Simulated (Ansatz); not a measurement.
BBrH₄N₂, SMILES NB(Br)N.

Geometry optimised at PBE0-D3(BJ)/def2-SVP. This is a generated structure with no PubChem entry under its InChIKey; it may be hypothetical. One conformer was computed; it need not be the lowest.

Two levels are set side by side: PBE/def2-SVPD (Ansatz, a first-principles code) and CAM-B3LYP/def2-SVPD (Ansatz). Energy differences of separate SCF runs at the same geometry; the states with an electron removed or added have multiplicity 2 and 2. Differences are taken from unrounded values.

| quantity | CAM-B3LYP | PBE | PBE minus CAM-B3LYP |
|---|---|---|---|
| vertical ionisation energy (eV) | 9.87 | 9.32 | -0.56 |
| vertical singlet–triplet gap (eV) | 6.34 | 5.74 | -0.60 |
